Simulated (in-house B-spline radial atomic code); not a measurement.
Zn. Computed with a B-spline radial atomic code. Model: non-relativistic spherical atom: semilocal Troullier-Martins pseudo-atom, one channel per l, against all electrons, high spin, G0W0 and RPA with empty states to l = 8, local potential for every l without a channel, a model core (radius 0 = none) keeps its share of the functional.

What the tables leave out is listed at the end.

The pseudopotential gives back the lowest level of each angular momentum of its own functional in the configuration it was made in; a second state of the same l is only approximately right. Exact exchange, RPA and GW see the smooth pseudo-orbitals and miss the exchange with the core, for which the functional's share stands in. The column with an uncorrelated core keeps all orbitals and exact exchange, and so separates missing core correlation from pseudisation. Only the three outermost levels and the lowest empty one were computed. RPA here is direct RPA, with no exchange kernel, and its energies carry an (l + 1/2)⁻⁴ tail. A hybrid on a potential with a model core restores only its own semilocal share of the core's exchange.

Command:
```bash
python run_psgw.py task.json out
```
Settings (lengths in bohr, energies in hartree):
```
Z                      30
electrons              30
configuration          [Ar] 3d10 4s2
generated_in           [Ar] 3d10 4s2
functional             pbe,pbe
core_shells            4
radius_factor          1.3
core_correction        True
ion_configuration      [Ar] 3d10 4s1
```

Cost of the run: 69 s on 1 thread of Arm Neoverse N1, with other jobs on the host.

Given: made with PBE; model core radius 0.321 bohr; local radius 1.077 bohr; mean-field start PBE.

Valence shells of the generating configuration: 3p, 3d, 4s.

Channel: s 2.786, p 0.775, d 2.192 (radii in bohr).

Computed: largest level miss in the spin-unpolarised generating configuration 0 eV; valence RPA correlation energy all-electron orbitals -1.3303 hartree; valence RPA correlation energy pseudo -1.3176 hartree; pseudo-atom RPA polarisability 32.093 bohr³; ionisation by mean-field all-electron 9.377 eV; ionisation by mean-field pseudo minus all 0.04 eV; ionisation by RPA pseudo minus all 0.952 eV.

```json
{"level": "4s", "occupied": "1", "mean-field all-electron (eV)": "-5.8255", "mean-field pseudo minus all (eV)": "0", "G0W0 all-electron (eV)": "-9.2023", "G0W0 uncorrelated core minus all (eV)": "-0.046", "G0W0 pseudo minus all (eV)": "-0.814", "exchange self-energy all-electron (eV)": "-11.76", "exchange self-energy pseudo (eV)": "-12.917"}
```

What is the all-electron RPA polarisability, core included?

32.071 bohr³.

What is the ionisation by RPA all-electron?

9.5492 eV.

Given: mean-field start PBE0.

Computed: valence RPA correlation energy all-electron orbitals -1.263 hartree; valence RPA correlation energy pseudo -1.264 hartree; all-electron RPA polarisability, core included 28.852 bohr³; ionisation by mean-field all-electron 9.0695 eV; ionisation by mean-field pseudo minus all 0.357 eV; ionisation by RPA all-electron 9.3734 eV.

| level | occupied | mean-field all-electron (eV) | mean-field pseudo minus all (eV) | G0W0 all-electron (eV) | G0W0 uncorrelated core minus all (eV) | G0W0 pseudo minus all (eV) | exchange self-energy all-electron (eV) | exchange self-energy pseudo (eV) |
| --- | --- | --- | --- | --- | --- | --- | --- | --- |
| 4s | 1 | -6.5448 | -0.253 | -9.2353 | -0.046 | -1.006 | -11.482 | -13.445 |

What is the ionisation by RPA pseudo minus all?

1.001 eV.

What is the pseudo-atom RPA polarisability?

26.268 bohr³.

Among the listed levels the largest G0W0 shift of the pseudo-atom is -1.01 eV, for 4s on the PBE0 start, while leaving the core uncorrelated moves that level by -0.05 eV. So pseudisation and the lost core exchange, not the missing core correlation, make the error. Not in the tables (levels of low weight, unsolved or above zero; the highest and the empty levels are kept at any weight): on PBE the G0W0 levels 3d (pseudo minus all +1.91 eV, weights 0.56 and 0.00), 3p (pseudo minus all +2.92 eV, weights 0.00 and 0.08), 4p (pseudo minus all +0.05 eV, weights 0.91 and 0.91); on PBE0 the G0W0 levels 3d (pseudo minus all +1.69 eV, weights 0.75 and 0.65), 3p (pseudo minus all +3.75 eV, weights 0.04 and 0.42); no Hartree-Fock pseudo-atom is run with a model core.
